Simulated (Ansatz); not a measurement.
Ansatz results at the PBE0-D4/def2-TZVP geometry: LUMO energy (PBE/def2-TZVPP) 0.32 eV; HOMO–LUMO gap (ωB97M-V/def2-TZVPP) 13.67 eV; LUMO energy (ωB97M-V/def2-TZVPP) 2.68 eV.

Each molecule was computed in one conformer, which needn't be the lowest.

(1) Which molecule gave them?
A. `CO[SiH](F)OC`
B. `F[Si](F)(F)Br`
C. `C[Si](C)([SeH])[SeH]`
D. `C[Si](F)(Cl)[SeH]`

Answers

(1) A. The others give `C[Si](C)([SeH])[SeH]`: -1.10, 10.37, 1.53; `C[Si](F)(Cl)[SeH]`: -0.99, 11.38, 1.73; `F[Si](F)(F)Br`: -1.06, 13.78, 1.94.
